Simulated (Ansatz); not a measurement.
Reaction (ligand exchange at the Si–S bond): `CO[SiH2]SC` + `O[SiH](O)F` → `CO[SiH2]O[SiH](O)F` + CH₃SH

Computed with Ansatz on PBE0-D4/def2-TZVP structures; ΔE is electronic, products minus reactants. CCSD(T)/CBS is the MP2 limit (def2-TZVPP, def2-QZVPP) plus CCSD(T) − MP2 in def2-TZVPP, frozen cores. This one scheme is used for every species. DFT in def2-TZVPP. One conformer a species, not always the lowest.

`CO[SiH2]SC`:

Cartesian coordinates in Å:
```
C -1.227 0.509 1.667
O -1.368 0.002 0.358
Si -0.618 0.664 -0.942
S 1.497 0.646 -0.790
C 1.778 -1.150 -0.794
H -0.177 0.523 1.978
H -1.627 1.526 1.745
H -1.787 -0.139 2.343
H -1.075 -0.161 -2.084
H -0.961 2.103 -1.099
H 2.854 -1.303 -0.725
H 1.414 -1.597 -1.719
H 1.296 -1.623 0.061
```

`O[SiH](O)F`:

```xyz
7

O    -0.797    1.062    0.290
Si   -0.073   -0.300   -0.236
O     1.520   -0.030   -0.349
F    -0.403   -1.460    0.808
H    -1.656    0.992    0.708
H    -0.536   -0.762   -1.551
H     1.946    0.497    0.329
```

`CO[SiH2]O[SiH](O)F`:

```xyz
14

C     0.969   -0.567   -2.061
O     0.293   -0.204   -0.874
Si    0.952    0.793    0.264
O    -0.115    0.822    1.489
Si   -1.508    0.082    1.906
O    -2.207   -0.583    0.604
F    -1.147   -1.034    2.977
H     1.105    0.297   -2.719
H     1.949   -1.004   -1.842
H     0.368   -1.311   -2.584
H     1.123    2.161   -0.284
H     2.255    0.245    0.712
H    -2.421    1.027    2.556
H    -1.616   -0.724   -0.146
```

CH₃SH:

```xyz
6

C     0.185    0.400   -0.217
S     0.231   -1.053    0.855
H    -0.006    0.126   -1.254
H     1.174    0.854   -0.154
H    -0.552    1.126    0.125
H    -1.032   -1.454    0.645
```

```csv
level,ΔE (kcal/mol)
ωB97X-V,-14.7
SCS-MP2/def2-TZVPP,-15.8
```

(1) What does CCSD(T)/CBS give? (Estimate.)

Largest T1 diagnostic among the species: 0.012.

Answers

(1) Ansatz gave: -14.8 kcal/mol. The listed levels differ from it by 0.1, -1.0 kcal/mol.

In def2-TZVPP, CCSD(T) changes the Hartree–Fock value by +3.9 kcal/mol (the triples alone add +0.9 kcal/mol) and MP2 by +5.0 kcal/mol. From PBE to PBE0 (25 % exact exchange), in def2-TZVPP and without D4, ΔE moves by −1.6 kcal/mol.
